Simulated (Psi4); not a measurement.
MoClO2F (SMILES [O]=[Mo](=[O])([F])[Cl]): entropy by statistical mechanics

A singlet with charge 0, relaxed at PBE0-D4/def2-TZVP (density fitting, core potential) (Psi4 1.11):

```xyz
5

O    -0.5548   -0.1770    1.6345
Mo   -0.0017   -0.1243    0.0678
O     1.5020   -0.8329    0.0728
F    -1.1353   -1.0619   -1.0322
Cl    0.1978    2.0159   -0.5696
```

Harmonic wavenumbers in cm⁻¹: 153, 206, 267, 268, 372, 463, 721, 1060, 1089.

Masses in u: O 15.999, Mo 95.95, F 18.998, Cl 35.45. Take T = 298.15 K, p = 1 bar, R = 8.3145 J/(mol K), kT/hc = 207.22 cm⁻¹, rigid rotor and harmonic oscillator.

Question: Work out S° at 298 K.

Answer: 
1. Translation (Sackur–Tetrode): S = R[3/2 ln M + 5/2 ln T − 1.1517] with M = 182.396 gives 173.8 J/(mol K).
2. Rotation: principal moments 133.194, 240.922, 260.530 u Å² give A, B, C = 0.1266, 0.07, 0.0647 cm⁻¹; the symmetry number is σ = 1; q = (√π/σ)√((kT/hc)³/ABC) = 220803; S = R(ln q + 3/2) = 114.8.
3. Vibration: with u = ν̃/207.22, each mode gives R[u/(eᵘ − 1) − ln(1 − e⁻ᵘ)]; the sum is 42.6, most from 153 cm⁻¹ (11.0), 206 cm⁻¹ (8.7), 267 cm⁻¹ (6.8).
4. Spin: R ln 1 = 0.0.
5. Sum: 173.8 + 114.8 + 42.6 + 0.0 = 331.2 J/(mol K).

No measured value is set beside it here.
